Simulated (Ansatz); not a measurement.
One change: `CC([SiH3])=S` becomes `CC(=S)CF`.

Ansatz, PBE0-D4/def2-TZVP geometries, multiplicity 1. Each molecule was computed in one conformer, which needn't be the lowest.

```csv
property,`CC([SiH3])=S`
HOMO–LUMO gap (B3LYP/def2-TZVPP) / eV,3.49
HOMO–LUMO gap (ωB97M-V/def2-TZVPP) / eV,8.22
HOMO energy (B3LYP/def2-TZVPP) / eV,-6.16
LUMO energy (ωB97M-V/def2-TZVPP) / eV,-0.35
HOMO–LUMO gap (PBE0/def2-TZVPP) / eV,3.90
HOMO energy (PBE0/def2-TZVPP) / eV,-6.39
```

**Question.** What does the change do to each property? (Estimate.)

**Answer.** The calculation gave: 
| property | `CC(=S)CF` | shift |
| --- | --- | --- |
| HOMO–LUMO gap (B3LYP/def2-TZVPP) / eV | 4.02 | 0.53 |
| HOMO–LUMO gap (ωB97M-V/def2-TZVPP) / eV | 8.83 | 0.61 |
| HOMO energy (B3LYP/def2-TZVPP) / eV | -6.42 | -0.26 |
| LUMO energy (ωB97M-V/def2-TZVPP) / eV | -0.05 | 0.30 |
| HOMO–LUMO gap (PBE0/def2-TZVPP) / eV | 4.46 | 0.56 |
| HOMO energy (PBE0/def2-TZVPP) / eV | -6.66 | -0.27 |

With PBE0 the HOMO falls by 0.27 eV and the LUMO rises by 0.29 eV, so the gap widens by about 0.56 eV. PBE moves the HOMO by -0.20 eV and ωB97M-V by -0.32 eV.

B3LYP here is the variant with VWN-RPA as its local correlation; programs differ in this.
